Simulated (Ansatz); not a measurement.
Frontier orbitals of `[OH][W]([Cl])([Cl])([Cl])([Cl])[Cl]`.

Charge 0, multiplicity 1. Correlated methods include outer-core shells of W, which these sets cover unevenly. W takes the def2 core potential. Geometry: relaxed with PBE0-D4/def2-TZVP. It is one conformer, not always the lowest. Basis def2-TZVPP, Ansatz 0.2.0.

Orbital energies of one run (eV). Highest occupied ones, from the top: -7.55, -7.60, -7.64, -8.17, -8.19, -8.23, -8.39, -8.56, -8.87, -9.62, -9.71, -10.09, -10.54, -11.11. Empty: -5.40, -5.12, -4.88, -1.99, -1.38, -0.09.

Question: Which functional gave them?
A. PBE
B. HSE06 (plane-wave form)
C. PBE0
D. BHLYP

Answer: A. HOMO energies: PBE -7.55, BHLYP -10.12, HSE06 -8.51, PBE0 -8.91 eV.
